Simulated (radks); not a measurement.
Task: In+, 48 electrons, occupied as [Kr] 4d9.5 5s2 5d0.5 (fractional occupations, a model configuration). Method: scalar-relativistic Kohn-Sham, B86b exchange with PBE correlation, spin-unpolarised, spherical densities, finite nucleus; Fermi nuclear charge, rms radius 4.6156 fm; computed with a radial shooting solver on a logarithmic mesh with Libxc functionals. Some entries of the table are withheld. Estimate them.

| orbital | occ. | eigenvalue (eV) | <r^2> (bohr^2) |
|---|---|---|---|
| 1s | 2 | -27769.30 | (1) |
| 2s | 2 | -4169.121 | 0.01947 |
| 2p | 6 | -3743.408 | 0.01536 |
| 3s | 2 | -801.7654 | 0.1389 |
| 3p | 6 | (2) | 0.1398 |
| 3d | 10 | -445.8699 | 0.1250 |
| 4s | 2 | -132.4353 | 0.8107 |
| 4p | 6 | (3) | 0.9645 |
| 4d | 9.5 | -30.7970 | 1.591 |
| 5s | 2 | -17.5347 | 6.433 |
| 5d | 0.5 | -3.6805 | 36.49 |

Result: 
(1) 1s <r^2> (bohr^2): 0.001194
(2) 3p eigenvalue (eV): -662.3326
(3) 4p eigenvalue (eV): -90.7875
